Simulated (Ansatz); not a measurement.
`FBBr` + `[SiH3]N[SiH3]` → `FBN([SiH3])[SiH3]` + HBr at 600 K and 1 bar (ligand exchange at a B–Br bond).

Program: Ansatz. Geometries: PBE0-D4/def2-TZVP. ΔE: electronic, gas phase. CCSD(T)/CBS adds triple-zeta CCSD(T) − MP2 to the extrapolated MP2 energy (def2 sets, frozen cores). This one scheme is used for every species. For Br outer-core shells are correlated without core-valence functions, which leaves a few kJ/mol of doubt a bond. Scalar relativity is left out up to krypton. One conformer a species, not always the lowest.

| species | CCSD(T)/CBS energy (Eh) | H − E (kJ/mol) | S (J/(mol·K)) |
| --- | --- | --- | --- |
| `FBBr` | -2698.59010 | 70.1 | 312.6 |
| `[SiH3]N[SiH3]` | -637.10515 | 230.1 | 420.5 |
| `FBN([SiH3])[SiH3]` | -761.79139 | 263.5 | 471.8 |
| HBr | -2573.91920 | 33.5 | 219.1 |

H − E and S are ideal-gas, rigid-rotor, harmonic terms from PBE0-D4/def2-TZVP, for one conformer and one mirror image of each species. 1 Eh = 2625.50 kJ/mol, R = 8.31446 J/(mol·K).

Q: By hand: ΔE, ΔH, ΔS and ΔG.

A: ΔE = (-761.79139) + (-2573.91920) − (-2698.59010) − (-637.10515) = -0.01534 Eh = -40.3 kJ/mol. Δ(H − E) = 263.5 + 33.5 − 70.1 − 230.1 = -3.2, so ΔH = -43.5 kJ/mol. ΔS = 471.8 + 219.1 − 312.6 − 420.5 = -42.2 J/(mol·K). ΔG = -43.5 − 600 × (-42.2)/1000 = -18.2 kJ/mol.

Q: By hand: the equilibrium constant, and the temperature at which ΔG would vanish if ΔH and ΔS stayed fixed.

A: log₁₀ K = −ΔG/(RT ln 10) = 1.6. ΔG = 0 at ΔH/ΔS = 1031 K.

TΔS isn't small against ΔH here. A doubt of 5 kJ/mol in ΔE shifts log₁₀ K by 0.4 here. Other conformers and mirror images would add mixing entropy, several J/(mol·K) or more a flexible species. Modes under 60 cm⁻¹, often nearly free rotors, make the harmonic entropy too high. These are equilibria of isolated gas molecules and say nothing of rates. Largest T1 diagnostic: 0.012 (customary marks: 0.02 for closed shells, 0.045 for open ones).
